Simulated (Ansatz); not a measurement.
A nudged elastic band was laid between two geometries of BiClF$_{2}$ (4 atoms, charge 0, multiplicity 1).

Computed with RKS B3LYP/def2-SVP (Ansatz 0.2.0).

```
movable images  : 5
climbing image  : yes
spring          : 5.0 eV/Å²
optimiser       : quadratic models (default)
start path      : through a guess of the saddle point
force threshold : 0.05 eV/Å
iteration limit : 60
end points      : relaxed
```

Image 0:

```xyz
4
Properties=species:S:1:pos:R:3
F -0.382 -0.109 1.764
Bi -0.255 -0.772 -0.153
F 1.744 -0.451 -0.340
Cl -1.052 1.272 -1.291
```

Image 6:

```xyz
4
Properties=species:S:1:pos:R:3
F -0.643 -0.604 1.581
Bi 0.455 0.577 0.344
F 1.484 -0.947 -0.523
Cl -1.240 0.913 -1.423
```

Which bonds break or form, and what moves?

No bond is made or broken. The height of Bi2 over the plane of its neighbours goes from -1.07 to 1.07 Å. The two ends are copies of one structure, up to a mirror image or an exchange of like atoms.

What energy profile does the band end with?

It converged. The highest image is number 3 of 0 to 6, 1.28 eV above the ends, which have the same energy within 2 meV. A vibrational analysis at the climbing image gives one clearly imaginary mode, 166i cm⁻¹: a first-order saddle point.

| image | path coordinate (Å) | energy (eV) | height of Bi2 over the plane of its neighbours (Å) |
| --- | --- | --- | --- |
| 0 | 0.00 | 0.00 | -1.07 |
| 1 | 0.48 | 0.25 | -0.89 |
| 2 | 0.96 | 0.83 | -0.53 |
| 3 | 1.44 | 1.28 | 0.00 |
| 4 | 1.92 | 0.83 | 0.53 |
| 5 | 2.40 | 0.25 | 0.89 |
| 6 | 2.88 | 0.00 | 1.07 |

What is the geometry of the highest image?


```xyz
4
Properties=species:S:1:pos:R:3
F -1.103 -0.218 1.905
Bi 0.277 -0.333 0.308
F 1.855 -0.686 -1.053
Cl -0.974 1.176 -1.180
```

What are the harmonic wavenumbers there?

166i, 61, 138, 342, 506, 527 cm⁻¹.

Time of the run: 65 s on 1 thread of Intel(R) Xeon(R) Platinum 8488C (Sapphire Rapids), with other jobs on the host, peak memory 0.17 GiB.
